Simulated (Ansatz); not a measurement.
Zr₄⁺. The state is a doublet with charge 1. Geometry r2SCAN-D4/def2-SVP; atoms count from 1.

| atom | x (Å) | y (Å) | z (Å) |
| --- | --- | --- | --- |
| Zr1 | -0.1240 | -1.6801 | -0.2407 |
| Zr2 | -0.1861 | 0.7649 | -1.5005 |
| Zr3 | 1.5037 | 0.3872 | 0.6674 |
| Zr4 | -1.1936 | 0.5280 | 1.0738 |

In the def2 sets Zr takes a core potential; there is no spin–orbit coupling. The charge 1 doublet is spin-contaminated (final ⟨S²⟩ up to 2.78, 0.75 for a pure state). The geometry of the doublet was relaxed on an unsound state (⟨S²⟩ 2.79, where a pure state has 0.75). At PBE0-D4/def2-TZVP a quartet of charge 1 lies 0.16 eV below the doublet, each at its own geometry. That quartet is doubtful there (⟨S²⟩ 4.79, where a pure state has 3.75). The structure comes from a short search, and lower isomers may exist.

Estimate the Mulliken populations from the PBE0/def2-TZVP orbitals of Ansatz.


| atom | charge (e) | spin (α − β) | d electrons |
| --- | --- | --- | --- |
| Zr1 | 0.23 | -0.58 | 2.77 |
| Zr2 | 0.25 | 1.51 | 2.82 |
| Zr3 | 0.26 | 0.04 | 2.74 |
| Zr4 | 0.26 | 0.04 | 2.74 |
Mulliken values and Mayer orders depend strongly on the basis.

Where does the spin sit?

Summed by element: Zr 1.00, of 1 unpaired in all. Largest on single atoms: Zr2 1.51, Zr1 -0.58, Zr3 0.04.

And the Mayer bond orders between bonded heavy atoms (over 0.3)?

Zr1–Zr2 1.47 (2.75 Å); Zr1–Zr3 1.46 (2.78 Å); Zr1–Zr4 1.46 (2.78 Å); Zr2–Zr3 1.43 (2.77 Å); Zr2–Zr4 1.43 (2.77 Å); Zr3–Zr4 1.61 (2.73 Å).
